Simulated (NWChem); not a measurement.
# HfH₄O₂; SMILES [HfH2]([OH])[OH]

```xyz
7

Hf     0.0000     0.0000    -0.1844
O      1.6358     0.0000     0.8038
H      2.3219     0.0000     1.4694
O     -1.6358     0.0000     0.8038
H     -2.3219     0.0000     1.4694
H      0.0000    -1.5174    -1.2621
H      0.0000     1.5174    -1.2621
```
Atoms are numbered in this order, from 1.

Program: NWChem. All runs use the structure optimised with PBE0/def2-SVP. def2 effective core potentials on Hf; no spin-orbit coupling.

Question: Among these, which level gives the lowest value of “dipole (D)”?
(A) B3LYP/def2-SVP
(B) B3LYP/def2-TZVPP
(C) B3LYP/def2-TZVP
(D) B3LYP/def2-SVPD

Answer: D, B3LYP/def2-SVPD. Values: B3LYP/def2-SVPD 3.07; B3LYP/def2-TZVPP 3.20; B3LYP/def2-TZVP 3.25; B3LYP/def2-SVP 3.49
